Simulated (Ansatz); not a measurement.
CH4FNOSi (`OC1(F)N[SiH2]1`). The species carries charge 0 and has multiplicity 1. The geometry is a stationary point of PBE0-D4/def2-TZVP. It is one conformer, not always the lowest.

```xyz
9

O     1.715   -0.608    0.231
C     0.623    0.096   -0.168
F     1.019    1.210   -0.884
N    -0.384    0.402    0.808
Si   -1.084   -0.540   -0.466
H     2.105   -0.163    0.995
H    -0.518    1.360    1.102
H    -1.885    0.122   -1.520
H    -1.591   -1.878   -0.097
```

(1) What is the dipole moment at r2SCAN/def2-TZVPP? (Estimate.)

(2) And with PBE, B3LYP, ωB97M-V? (Estimate.)

(3) Give the Mulliken charges with r2SCAN, ωB97M-V, B3LYP in def2-TZVPP. (An estimate is asked.)

Results:

(1) Computed: 1.88 D, with components (-1.43, 0.49, 1.11) D in this frame, pointing from negative to positive charge.

(2) The calculation gave: PBE 1.82 D, B3LYP 1.94 D, ωB97M-V 1.95 D.

(3) The calculation gave: 
```csv
atom,r2SCAN,ωB97M-V,B3LYP
O1,-0.32,-0.28,-0.30
C2,0.31,0.26,0.33
F3,-0.22,-0.22,-0.23
N4,-0.39,-0.33,-0.36
Si5,0.41,0.31,0.35
H6,0.19,0.17,0.18
H7,0.15,0.12,0.14
H8,-0.07,-0.02,-0.06
H9,-0.06,-0.01,-0.05
```

B3LYP here is the variant with VWN-RPA as its local correlation; programs differ in this.
